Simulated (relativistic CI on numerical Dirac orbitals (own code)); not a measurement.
## Ca XIII: what numerical and physical settings do to a radial Dirac CI calculation

Reference input:

```
atom Ca  Z=20  charge=12  electrons=8
nucleus A=40  rms_radius_fm=3.4776
hamiltonian dirac-coulomb  breit=on  qed=on  c_scale=1
orbitals kli  potential=per-configuration
slater_scale 1
correlation none
mixing on
grid step=0.0125 r_max=7.7
scf mixing=0.4 start=green max_iterations=150 tolerance=2e-08 node_fill=0.05
configurations
  [He] 2s2 2p4
  [He] 2s 2p5
  [He] 2p6
end
```

Computed lowest total energy -597.14762 Ha, first excitation 24350.2 cm⁻¹, 27 SCF steps. Runs with settings changed; * marks those that are bad on purpose (the QED terms keep the true α when c is scaled):

```csv
Changed,Outcome,Lowest level,ΔE (Ha),First excitation (cm⁻¹),SCF steps,Message
iteration limit 30,converged,2s2 2p4 3P_2,0,24350.2,27,
"SCF tolerance 0.0001, SCF mixing 0.7, speed of light × 1.25",converged,2s2 2p4 3P_2,0.976,15031.5,16,
Breit term off,converged,2s2 2p4 3P_2,-0.165,24708.1,27,
node fill of the KLI weights 50 *,converged,2s2 2p4 3P_2,0.0625,24697.6,29,
grid step 0.002 *,refused,,,,0,"the grid has 7929 points, outside 40 to 4096"
```
